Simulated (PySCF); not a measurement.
NbF₄, SMILES [F][Nb]([F])([F])[F] (connectivity only; charge and spin as stated), neutral, multiplicity 2. Geometry: PBE0-D3(BJ)/def2-SVP. The spin state was assumed, not searched. The isomer is the one that the SMILES or the coordinates give; other isomers of the formula were not compared. The def2 effective core potentials stand for the cores of Nb; spin–orbit coupling is left out.

The numbers are results of PBE0-D3(BJ)/def2-SVP in PySCF 2.14.0, not measurements.

Harmonic wavenumbers (cm⁻¹): 151, 163, 163, 176, 199, 684, 706, 740, 740. Rotational constants (GHz): 3.309, 3.309, 2.315; symmetry number 4.

Work out the zero-point energy and the ideal-gas rigid-rotor harmonic-oscillator thermochemistry at 298.15 K and 1 atm.

ZPE = ½ Σ hcν = ½ × 3719 cm⁻¹ = 5.32 kcal/mol. H − E(el) = 9.87 kcal/mol. Entropy in cal/(mol K): translation 41.28, rotation 24.19, vibration 13.37, spin 1.38, total 80.22. G − E(el) = -14.05 kcal/mol. Cp = 20.53 cal/(mol K).
